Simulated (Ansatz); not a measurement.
`CC[SiH](F)[SiH3]` + HCl → `F[SiH]([SiH3])Cl` + ethane  (ligand exchange at the Si–C bond)

Program: Ansatz. Geometries: PBE0-D4/def2-TZVP. ΔE: electronic, gas phase. CCSD(T)/CBS adds triple-zeta CCSD(T) − MP2 to the extrapolated MP2 energy (def2 sets, frozen cores). This one scheme is used for every species. Functionals use def2-TZVPP. B3LYP here is the variant with VWN-RPA as its local correlation; programs differ in this. HSE06 is defined as in plane-wave codes. Each species was taken in one conformer, which may not be the lowest.

Task: Is it downhill or uphill in electronic energy at CCSD(T)/CBS, and by how much? (Best estimate.)

Result: The calculation gave: Downhill: ΔE = -106.5 kJ/mol.

Task: What do these levels give: PBE-D4, revPBE-D4, r2SCAN-D4, B3LYP-D4, CAM-B3LYP-D4, BLYP, HSE06, CCSD(T)/def2-SVP, MP2/def2-TZVPP, CCSD(T)/def2-TZVPP, HF/def2-QZVPP, SCS-MP2/def2-QZVPP? (Best estimate.)

Result: Ansatz gave: PBE-D4 -104.2, revPBE-D4 -102.5, r2SCAN-D4 -110.1, B3LYP-D4 -108.7, CAM-B3LYP-D4 -108.1, BLYP -113.4, HSE06 -109.2, CCSD(T)/def2-SVP -100.6, MP2/def2-TZVPP -107.6, CCSD(T)/def2-TZVPP -103.1, HF/def2-QZVPP -122.0, SCS-MP2/def2-QZVPP -110.8 kJ/mol.

Task: What do rigid-rotor, harmonic-oscillator terms from PBE0-D4/def2-TZVP frequencies (298.15 K, 1 bar) make of the CCSD(T)/CBS value? (Best estimate.)

Result: The calculation gave: ΔZPE = +11.1 kJ/mol, ΔH = -98.1 kJ/mol, ΔS = 2 J/(mol·K), ΔG = -98.6 kJ/mol.

Largest T1 diagnostic among the species: 0.012.

Leaving LDA and LC-ωPBE aside and taking each functional with its dispersion term where it has one, the values, not all of them listed here, spread over 10.0 kJ/mol, from BHLYP-D4 to revPBE-D4. LDA lies +7.7 kJ/mol from PBE without D4. At CCSD(T), def2-SVP lies +5.9 kJ/mol from the extrapolated value and def2-TZVPP +3.4 kJ/mol. In def2-TZVPP, CCSD(T) changes the Hartree–Fock value by +18.4 kJ/mol (the triples alone add +1.4 kJ/mol) and MP2 by +13.9 kJ/mol.
